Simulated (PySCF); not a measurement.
Rigid-rotor lines calculated for a species of formula C3H6BNO2 (commonest isotopes; PBE0-D3(BJ)/def2-SVP geometry optimisation, gas phase (PySCF)), labelled J(Ka,Kc):

```csv
transition,MHz
"1(1,1) ← 0(0,0)",9022.3
"2(1,2) ← 1(1,1)",4122.6
"2(0,2) ← 1(0,1)",4247.2
"1(0,1) ← 0(0,0)",2124.5
"2(1,1) ← 1(1,0)",4375.2
```

Problem. Find the rotational constants.

Solution. 1(0,1) ← 0(0,0) is B + C, 2(1,1) ← 1(1,0) is 3B + C and 2(1,2) ← 1(1,1) is B + 3C, so B − C is half the difference of the last two, 126.3 MHz. 1(1,1) ← 0(0,0) is A + C. A = 8023.3, B = 1125.4, C = 999.1 MHz.

Problem. What moments of inertia, asymmetry and inertial defect follow?

Solution. I = 505379 MHz·u·Å² over each constant: Ia = 62.99, Ib = 449.07, Ic = 505.84 u·Å²; κ = (2B − A − C)/(A − C) = -0.964 (near-prolate asymmetric top); Δ = Ic − Ia − Ib = -6.22 u·Å².

Problem. Which dipole components do these lines need?

Solution. μa and μb (a-type: ΔKa even, ΔKc odd; b-type: both odd). The calculation gives |μa| = 4.58 D, |μb| = 0.34 D, |μc| = 0.05 D.

Problem. Where do these fall, and of which type are they? 2(2,0) ← 2(1,1); 3(1,2) ← 3(1,3); 4(4,1) ← 4(3,2); 2(1,1) ← 2(0,2); 3(2,2) ← 2(2,1); 3(2,2) ← 3(1,3); 4(1,4) ← 3(0,3); 4(3,1) ← 3(3,0); 4(2,3) ← 3(1,2); 4(0,4) ← 3(1,3); 3(1,3) ← 2(1,2).

Solution. 
```
     transition    MHz  type  branch
3(1,2) ← 3(1,3)    758     a       Q
4(0,4) ← 3(1,3)   1891     b       R
3(1,3) ← 2(1,2)   6183     a       R
3(2,2) ← 2(2,1)   6373     a       R
2(1,1) ← 2(0,2)   7152     b       Q
4(3,1) ← 3(3,0)   8501     a       R
4(1,4) ← 3(0,3)  14831     b       R
2(2,0) ← 2(1,1)  20695     b       Q
3(2,2) ← 3(1,3)  21263     b       Q
4(2,3) ← 3(1,2)  29002     b       R
4(4,1) ← 4(3,2)  48724     b       Q
```

Problem. Which structure gave them?

Solution. `N#CCCB(O)O`. Three constants can't fix a structure by themselves; this is the one that was computed:
```
atom  x, y, z in Å
N1    -3.422    0.854    0.658
C2    -2.452    0.287    0.379
C3    -1.215   -0.399    0.022
C4    -0.025    0.549   -0.138
B5     1.328   -0.188   -0.497
O6     1.322   -1.541   -0.617
O7     2.506    0.471   -0.693
H8    -1.003   -1.159    0.790
H9    -1.388   -0.960   -0.910
H10   -0.248    1.299   -0.918
H11    0.116    1.133    0.789
H12    2.196   -1.884   -0.837
H13    2.441    1.424   -0.593
```

The values belong to one conformer with, in the numbering `[N:1]#[C:2][CH2:3][CH2:4][B:5]([OH:6])[OH:7]`, C2–C3–C4–B5 179°, C3–C4–B5–O6 -1°, C4–B5–O6–H 180°, C4–B5–O7–H 0°. No frequency check. These are rigid-rotor constants of the computed structure; measured ground-state constants (B0) also hold zero-point vibration. Quadrupole hyperfine structure (11B, 14N) is left out.
